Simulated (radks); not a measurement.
All-electron atom: Te3+ in [Kr] 4d10 5s2 5p1.

All-electron calculation, Dirac Kohn-Sham, PBE, spin-unpolarised, spherical densities, finite nucleus; open shells fill j = l - 1/2 first; Fermi nuclear charge, rms radius 4.7423 fm. Program: a radial shooting solver on a logarithmic mesh with Libxc functionals.

Energy parts (hartree):
part                        energy
total                  -6794.61620
kinetic                 7185.48096
electron-nucleus      -16450.52973
Hartree                 2645.59743
exchange-correlation    -175.16485

Orbitals (lengths in bohr, moments of r in powers of bohr; <r^-3> diverges for s and p1/2; r(90%) holds 90 % of the orbital's charge):
orbital  occ.  eigenvalue (hartree)  <r^-3>      <r>  r(90%)  small-component weight
1s1/2       2             -1162.593       -  0.02781  0.0500                3.66e-02
2s1/2       2             -179.1926       -   0.1194   0.185                7.80e-03
2p1/2       2             -167.9666       -   0.1008   0.165                7.83e-03
2p3/2       4             -157.8791    4906   0.1064   0.173                7.45e-03
3s1/2       2             -36.57119       -   0.3218   0.473                2.29e-03
3p1/2       2             -31.95450       -   0.3122   0.470                2.24e-03
3p3/2       4             -30.07423   933.8   0.3236   0.486                2.13e-03
3d3/2       4             -21.93012   148.5   0.2946   0.464                2.01e-03
3d5/2       6             -21.53694   137.8   0.2983   0.469                1.98e-03
4s1/2       2              -7.16314       -   0.7643    1.10                6.43e-04
4p1/2       2              -5.57579       -   0.8009    1.17                5.82e-04
4p3/2       4              -5.21836   177.7   0.8294    1.21                5.49e-04
4d3/2       4              -2.68273   21.04   0.9580    1.46                4.09e-04
4d5/2       6              -2.62830   19.33   0.9696    1.48                4.00e-04
5s1/2       2              -1.56390       -    1.922    2.76                1.22e-04
5p1/2       1              -1.18851       -    2.185    3.17                9.49e-05
5p3/2       0              -1.14372   22.36    2.255    3.26                8.98e-05

The highest occupied level is 5p1/2 at -32.341 eV. The density falls to 0.001 e/bohr^3 at r = 3.59 bohr.
